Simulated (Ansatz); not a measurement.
Mulliken charges of AuFH3N (`[NH3+][Au-][F]`) from r2SCAN/def2-TZVPP in Ansatz (PBE0-D4/def2-TZVP geometry).

```
atom   x (Å)   y (Å)   z (Å)  charge (e)
  N1  -0.722   0.115  -0.363      -0.305
 Au2   1.094  -0.197   0.522       0.197
  F3   2.808  -0.492   1.357      -0.483
  H4  -1.117  -0.757  -0.702       0.197
  H5  -0.639   0.747  -1.153       0.197
  H6  -1.382   0.521   0.292       0.197
```

**Question.** By hand: the dipole of these point charges (1 e Å = 4.8032 D).

**Answer.** Σ q r = (-1.539, 0.264, -0.750) e Å, of length 1.732 e Å = 8.32 D.

**Question.** How does the dipole of the full density compare? (Best estimate.)

**Answer.** Ansatz gave: (-1.577, 0.271, -0.769) e Å, 8.53 D; the point charges give 0.98 times that, at 0° from its direction.

Point charges leave out the atoms' own dipoles, such as those of lone pairs, and Mulliken's split depends on the basis, so the close match here is no proof of good charges.
